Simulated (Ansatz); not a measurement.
Reaction (cleavage of the Si–Ga bond): `[SiH3][SiH2][GaH2]` + CH₃OH → `CO[SiH2][SiH3]` + `[GaH3]`

Computed with Ansatz on PBE0-D4/def2-TZVP structures; ΔE is electronic, products minus reactants. CCSD(T)/CBS adds triple-zeta CCSD(T) − MP2 to the extrapolated MP2 energy (def2 sets, frozen cores). This one scheme is used for every species. Functionals use def2-TZVPP. For Ga outer-core shells are correlated without core-valence functions, which leaves a few kJ/mol of doubt a bond. Scalar relativity is left out up to krypton. One conformer a species, not always the lowest.

`[SiH3][SiH2][GaH2]`:

Cartesian coordinates in Å:
```
Si -0.472 -1.025 -1.354
Si -0.364 0.927 -0.064
Ga 0.982 0.504 1.885
H -1.298 -0.831 -2.576
H -1.065 -2.130 -0.552
H 0.897 -1.437 -1.767
H 0.209 2.009 -0.915
H -1.758 1.315 0.297
H 2.536 0.739 1.852
H 0.332 -0.072 3.195
```

CH₃OH:

Cartesian coordinates in Å:
```
C 0.206 0.229 -0.179
O -0.815 -0.724 0.010
H 0.203 0.494 -1.237
H 1.199 -0.167 0.070
H 0.036 1.144 0.401
H -0.830 -0.975 0.935
```

`CO[SiH2][SiH3]`:

Cartesian coordinates in Å:
```
C -0.507 -1.439 1.709
O 0.125 -0.439 0.943
Si -0.400 -0.022 -0.562
Si 1.017 1.668 -1.336
H 0.023 -1.529 2.659
H -0.480 -2.410 1.201
H -1.553 -1.183 1.916
H -0.375 -1.207 -1.471
H -1.818 0.444 -0.509
H 0.584 2.082 -2.699
H 2.421 1.183 -1.410
H 0.961 2.853 -0.439
```

`[GaH3]`:

Cartesian coordinates in Å:
```
Ga 0.000 0.000 -0.001
H -1.230 -0.913 -0.339
H 1.205 -0.580 0.820
H 0.025 1.493 -0.480
```

(1) Is it downhill or uphill in electronic energy at CCSD(T)/CBS, and by how much? (Best estimate.)

(2) What do these levels give: ωB97X-V, ωB97M-V, BLYP, r2SCAN0, RPA@PBE/def2-TZVPP, CCSD/def2-SVP? (An estimate is asked.)

Largest T1 diagnostic among the species: 0.014.

## Answers

(1) Computed: Downhill: ΔE = -50.8 kJ/mol.

(2) Computed: ωB97X-V -57.9, ωB97M-V -58.1, BLYP -51.4, r2SCAN0 -50.3, RPA@PBE/def2-TZVPP -55.0, CCSD/def2-SVP -48.9 kJ/mol.

In def2-TZVPP, CCSD(T) changes the Hartree–Fock value by +24.8 kJ/mol (the triples alone add +2.8 kJ/mol) and MP2 by +19.6 kJ/mol. From PBE to PBE0 (25 % exact exchange), in def2-TZVPP and without D4, ΔE moves by −5.4 kJ/mol.
